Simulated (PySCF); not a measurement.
**Silicon: a sound run and one with changed settings**

Sound run: Si²⁺ [Ne] 3s2, Si³⁺ [Ne] 3s1. All numbers are calculated (PySCF 2.14, scalar relativity by spin-free X2C-1e, in aug-cc-pVDZ-DK (5s4p2d, 27 functions)). The sound run starts from symmetry-adapted Hartree-Fock orbitals and uses a fine grid where one is needed.

A second run was set up differently.

| species | method | sound run (hartree) | changed run (hartree) | converged |
| --- | --- | --- | --- | --- |
| Si²⁺ | UHF | -288.59121 | -288.59121 | yes |
| Si²⁺ | M06-L | -289.06326 | -289.03780 | yes |
| Si²⁺ | PBE | -288.92543 | -288.92997 | yes |
| Si³⁺ | UHF | -287.41312 | -287.41312 | yes |
| Si³⁺ | M06-L | -287.83759 | -287.80385 | yes |
| Si³⁺ | PBE | -287.69428 | -287.69804 | yes |

Ionisation energy of Si²⁺:

| method | sound run (eV) | changed run (eV) |
| --- | --- | --- |
| UHF | 32.057 | 32.057 |
| M06-L | 33.352 | 33.577 |
| PBE | 33.501 | 33.522 |

Problem. What was changed?
A. basis contracted for another Hamiltonian
B. level shift left on
C. minimal basis
D. radial grid too coarse

Solution. D. It used radial step 0.5 in ln r (0.13 in the sound run). A coarse radial grid mis-integrates the density and the exchange-correlation energy, with errors of either sign; Hartree-Fock needs no grid.
